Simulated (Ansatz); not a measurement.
`N[SiH]1CS1` + HI → `I[SiH]1CS1` + NH₃ at 500 K and 1 bar (ligand exchange at the Si–N bond).

Gas-phase electronic energies from Ansatz, PBE0-D4/def2-TZVP geometries. CCSD(T)/CBS is the MP2 limit (def2-TZVPP, def2-QZVPP) plus CCSD(T) − MP2 in def2-TZVPP, frozen cores. This one scheme is used for every species. Elements past krypton have def2 core potentials. For I outer-core shells are correlated without core-valence functions, which leaves a few kJ/mol of doubt a bond. Each species was taken in one conformer, which may not be the lowest.

| species | CCSD(T)/CBS energy (Eh) | H − E (kJ/mol) | S (J/(mol·K)) |
| --- | --- | --- | --- |
| `N[SiH]1CS1` | -782.65285 | 206.0 | 372.0 |
| HI | -298.03592 | 28.6 | 221.6 |
| `I[SiH]1CS1` | -1024.19180 | 135.7 | 379.4 |
| NH₃ | -56.50880 | 108.2 | 211.8 |

H − E and S are ideal-gas, rigid-rotor, harmonic terms from PBE0-D4/def2-TZVP, for one conformer and one mirror image of each species. 1 Eh = 2625.50 kJ/mol, R = 8.31446 J/(mol·K).

Question: By hand: ΔE, ΔH, ΔS and ΔG.

Answer: ΔE = (-1024.19180) + (-56.50880) − (-782.65285) − (-298.03592) = -0.01183 Eh = -31.1 kJ/mol. Δ(H − E) = 135.7 + 108.2 − 206.0 − 28.6 = 9.3, so ΔH = -21.8 kJ/mol. ΔS = 379.4 + 211.8 − 372.0 − 221.6 = -2.4 J/(mol·K). ΔG = -21.8 − 500 × (-2.4)/1000 = -20.6 kJ/mol.

Question: By hand: the equilibrium constant, and the temperature at which ΔG would vanish if ΔH and ΔS stayed fixed.

Answer: log₁₀ K = −ΔG/(RT ln 10) = 2.2. ΔG = 0 at ΔH/ΔS = 9083 K, far beyond where these terms or the molecules hold.

The number of gas molecules stays the same, so ΔS is small and ΔH decides. A doubt of 5 kJ/mol in ΔE shifts log₁₀ K by 0.5 here. Other conformers and mirror images would add mixing entropy, several J/(mol·K) or more a flexible species. These are equilibria of isolated gas molecules and say nothing of rates. Largest T1 diagnostic: 0.011 (customary marks: 0.02 for closed shells, 0.045 for open ones).
